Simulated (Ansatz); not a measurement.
Born–Oppenheimer molecular dynamics of F4H2NTa (8 atoms, charge 0, multiplicity 1). It goes on from the last frame of an earlier run, with new velocities.

The calculation used Ansatz 0.2.0, RKS PBE0-D4/def2-SVP.

```
ensemble        : NVT, Langevin thermostat
time step       : 1 fs
steps asked     : 166
set temperature : 1000 K
friction        : 0.005 /fs
seed            : 317931
```

First frame:

```xyz
8
Properties=species:S:1:pos:R:3
Ta -0.072 0.095 0.089
N 1.944 0.453 0.321
H 2.648 -0.048 0.843
H 2.274 1.198 -0.314
F 0.043 -0.683 1.729
F -0.152 1.100 -1.450
F -1.350 1.304 0.674
F -0.706 -1.409 -0.873
```

**Question.** How far do the bonds stretch over the last three quarters of this one trajectory? (Pairs bonded in most of those frames.)

**Answer.** 
| bond | mean (Å) | spread (Å) | shortest | longest |
| --- | --- | --- | --- | --- |
| Ta1–N2 | 1.972 | 0.075 | 1.83 | 2.08 |
| Ta1–F5 | 1.908 | 0.107 | 1.75 | 2.07 |
| Ta1–F6 | 1.882 | 0.045 | 1.81 | 1.96 |
| Ta1–F7 | 1.880 | 0.039 | 1.83 | 1.97 |
| Ta1–F8 | 1.879 | 0.035 | 1.83 | 1.94 |
| N2–H3 | 1.026 | 0.044 | 0.95 | 1.11 |
| N2–H4 | 1.020 | 0.021 | 0.98 | 1.08 |

Pairs bonded in part of these frames only: Ta1–H3 20 %.

Mean temperature of the second half: 888 K. The mean temperature of the second half is 11 % below the set value. A run of 0.17 ps of so small a system gives no equilibrium averages.

Run time: 6 min on 4 threads of Arm Neoverse V1, on a shared host, peak memory 0.27 GiB.
